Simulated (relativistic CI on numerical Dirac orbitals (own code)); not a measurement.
# Hyperfine structure of Ge²⁶⁺, mass number 73

Method of calculation: Dirac-Coulomb-Breit CI, orbitals from a KLI potential per configuration, model QED (radiative potential, 1s self-energy scaled to tabulated hydrogen-like ionisation energies), unscaled Slater integrals (own radial code, finite nucleus).

Configuration list (outside the closed core 1s2): 2s²2p², 2s2p³, 2p⁴, 2p³3s, 2p³3p, 2p³3d, 2s²2p3s, 2s²2p3p, 2s²2p3d, 2s2p²3s, 2s2p²3p, 2s2p²3d, 2s²2p4s, 2s²2p4p, 2s²2p4d, 2s²2p4f. Levels of other configurations are missing.

Nuclear spin I = 9/2, μ = -0.87824 μN, Q = -0.196 b (tables of Stone and Pyykkö). The electronic factors are computed for point nuclear moments, without core polarisation or the Bohr-Weisskopf and QED corrections.

```
     Level  E (cm⁻¹)  A (MHz)  B (MHz)
2s²2p² ³P1    219463     1001   -10200
2s²2p² ³P2    288733   -21740    -5240
2s²2p² ¹D2    563485   -13050   -15100
2s2p³ ⁵S°2    833742   -50030    -2730
2s2p³ ³D°1   1178833    24120   -18600
2s2p³ ³D°2   1213798   -40520   -27600
2s2p³ ³D°3   1296423   -49580      102
2s2p³ ³P°1   1472587   -42770    19100
```

Levels with J = 0, under 50 % of one LS term, or S terms without an open s electron are left out. Small factors come from cancelling terms and can be off by tens of per cent or more.

At this charge energies of transitions that change n are usually good to better than 1 %, and those within a shell (Δn = 0) to a few per cent.

Problem. Give the hyperfine levels of 2s²2p² ³P2 relative to its centre of gravity.

Solution. With K = F(F + 1) − I(I + 1) − J(J + 1), E = AK/2 + B[¾K(K + 1) − I(I + 1)J(J + 1)]/[2I(2I − 1)J(2J − 1)]: F = 5/2: 236700, F = 7/2: 162900, F = 9/2: 66740, F = 11/2: -52820, F = 13/2: -197000 MHz.

LS names give the leading component of a level, which can be under half, so a name can repeat, a term be missing and a line seem to break the LS rules.
